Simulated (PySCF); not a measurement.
# Badger's rule along the third period: bonds to I

CCSD(T) in PySCF with def2-TZVPP on every atom (core potentials on I), for the lowest determinant that a PBE0 search found; no spin–orbit coupling. Badger's rule says that Re = d + c·k^(−1/3) for bonds between atoms of fixed rows.

```json
{"molecule": "ICl", "state (unpaired electrons)": "singlet (closed shell)", "Re (Å)": "2.331", "k (mdyn/Å)": "2.39"}
{"molecule": "PI", "state (unpaired electrons)": "triplet (π ↑↑)", "Re (Å)": "2.391", "k (mdyn/Å)": "?"}
{"molecule": "SiI", "state (unpaired electrons)": "doublet (π ↑)", "Re (Å)": "2.448", "k (mdyn/Å)": "?"}
{"molecule": "AlI", "state (unpaired electrons)": "singlet (closed shell)", "Re (Å)": "2.545", "k (mdyn/Å)": "?"}
{"molecule": "NaI", "state (unpaired electrons)": "singlet (closed shell)", "Re (Å)": "2.726", "k (mdyn/Å)": "0.731"}
```

**Question.** Fix c and d from ICl and NaI.

**Answer.** c = (2.726 − 2.331)/(0.731^(−1/3) − 2.39^(−1/3)) = 1.091, d = 2.331 − c·2.39^(−1/3) = 1.515 Å.

**Question.** Predict k of the others and set the computed values beside them.

**Answer.** 

```tsv
molecule	k by the rule	k computed	difference (%)
PI	1.93	1.96	-1
SiI	1.60	1.76	-9
AlI	1.19	1.34	-12
```

The rule misses by 7 % on average, well for two fitted constants.

Correlated steps freeze the inner cores (5 to 9 orbitals); shallow outer-core shells are correlated. Spin–orbit coupling is left out. States were picked by a PBE0 search and need not be the measured ground states.
